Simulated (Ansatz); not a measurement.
The cluster Pb3F6, relaxed as a singlet with RKS B3LYP-D4/def2-SVP in Ansatz, starting from the GFN1-xTB geometry. Force threshold 0.02 eV/Å.

In the def2 sets Pb takes a core potential; there is no spin–orbit coupling. The structure comes from a short search, and lower isomers may exist.

Start:

```xyz
9

Pb    0.5848   -1.2106    1.6635
Pb   -1.5914    0.5697   -0.0761
Pb    1.4153    0.6947   -1.4435
F    -0.2842    2.1713   -1.1977
F     0.6672    0.8043    0.6714
F     1.8952   -1.1732   -0.2121
F    -1.1870    0.0964    2.1916
F    -0.4559   -0.3062   -1.8935
F    -1.0441   -1.6464    0.2965
```

| step | energy (eV) | largest force component (eV/Å) | SCF passes |
| --- | --- | --- | --- |
| 1 | -32048.3624 | 1.604 | 17 |
| 2 | -32048.4256 | 1.198 | 20 |
| 3 | -32048.5680 | 0.253 | 21 |
| 4 | -32048.6155 | 0.685 | 19 |
| 5 | -32048.7137 | 0.833 | 21 |
| 6 | -32048.8244 | 0.272 | 21 |
| 7 | -32048.8690 | 0.020 | 19 |
| 8 | -32048.8696 | 0.003 | 20 |
| 9 (rejected) | -32048.8638 | 0.130 | 20 |
| 10 | -32048.8696 | 0.003 | 20 |

Force components are those of the run's own axes.

End:

Cartesian coordinates in Å:
```
Pb 0.6195 -1.0431 1.7133
Pb -2.0467 0.2345 -0.4033
Pb 1.4273 0.8085 -1.3100
F -0.4881 1.8830 -0.6743
F 1.5736 0.8949 0.9686
F 1.5985 -1.2548 -0.3414
F -1.1152 0.4458 1.6723
F -0.4719 -0.2681 -1.9822
F -1.0969 -1.7008 0.3570
```

By distances, no bond broke or formed. The bond that changes most is Pb3–F8, from 2.17 to 2.28 Å (atoms count from 1). The end is the same structure that another start reached, the lowest one found.

The force fell under the threshold at step 8, but the optimiser went on. No frequencies were taken in this run, so the end may be a saddle point.

Hardware: 4 threads of Intel Xeon 6975P-C on a shared host. Wall time 25 s, peak host memory 0.65 GiB.
